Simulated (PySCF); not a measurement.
B3LYP has the VWN-RPA correlation part, as in Gaussian. Excitations are Tamm–Dancoff values on a coarser integration grid. The basis has no diffuse functions, so Rydberg states are missing or too high.

Cartesian coordinates (Å):
SMILES: [Si](Br)(N)(Br)N
```xyz
9

N     -1.3406    -0.5490    -0.3061
Si     0.0107     0.4317    -0.0407
N      1.3137    -0.5468     0.4093
Br    -0.6751     1.9341     1.4531
Br     0.7618     1.5937    -1.7856
H     -1.2771    -1.3147    -0.9586
H     -2.2672    -0.1584    -0.2592
H      1.2158    -1.1734     1.1928
H      2.2580    -0.2171     0.2952
```
Charge 0, multiplicity 1.

Question: What is the computed S1 excitation (TDA), LUMO and brightest of the four lowest singlets (TDA) (B3LYP-D3(BJ)/def2-TZVP // PBE0-D3(BJ)/def2-TZVP run with PySCF)?

Answer: 
```json
{
  "S1 excitation (TDA)": "6.44 eV",
  "LUMO": "-0.08 eV",
  "brightest of the four lowest singlets (TDA)": "6.98 eV"
}
```
